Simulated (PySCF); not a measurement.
## Assignment exercise: C5H5NO2Si

Mapped SMILES: `[CH:1]#[C:2][c:3]1[n:4][cH:5][c:6]([O:7][SiH3:8])[o:9]1`; H(Xn) means a hydrogen on atom n.

- GFN2-xTB geometry
- σ from GIAO-PBE0/pcSseg-1
- program: PySCF 2.14.0 with density-fitted response routines
- no relativistic terms, averaged over atoms made equivalent by symmetry, fast rotation or ring inversion, single conformer, no solvent

Scale: ¹³C and ¹H against TMS (reference shieldings calculated alike).

**Question.** Assign these signals to the numbered atoms. ¹³C{¹H} NMR (computed): δ 162.8 (C), 140.1 (C), 111.4 (CH), 87.1 (CH), 77.6 (C).

**Answer.** 
162.8 → C6, aromatic carbon bearing oxygen: σ withdrawal by the attached heteroatom moves it downfield of the ring CH carbons
140.1 → C3, substituted aromatic carbon next to the ring oxygen
111.4 → C5, aromatic CH next to a ring nitrogen: π donation from the O or N substituent raises the electron density at positions ortho and para to it
87.1 → C1, terminal alkyne carbon: the triple bond shields along its axis, which puts it between sp3 and sp2 carbons
77.6 → C2, alkyne carbon: the triple bond shields along its axis, which puts it between sp3 and sp2 carbons

**Question.** Assign these signals to the numbered atoms. ¹H NMR (400 MHz, computed): δ 6.57 (s, 1H), 5.12 (s, 3H), 2.74 (s, 1H).

**Answer.** 
```tsv
δ (ppm)	atoms	environment	reason
6.57	H(C5)	hydrogen on an aromatic CH next to a ring nitrogen	π donation from the O or N substituent shields it against benzene
5.12	H(Si8)	hydrogen on a silicon bonded to O	–
2.74	H(C1)	hydrogen on a terminal alkyne carbon	it lies on the axis of the triple bond, in its shielding cone
```

Shifts are as computed. Against solution values, carbons near 30 ppm lie about +3 ppm off and those near 130 ppm about +5 ppm. Of 1211 compounds with measured shifts, 218 miss one by over three times the rms of a fit or turn the order of signals round; such compounds aren't used in these exercises. Multiplicities follow the n + 1 count of equivalent neighbours, as no J values were calculated; m marks all less simple cases, F and P coupling included.
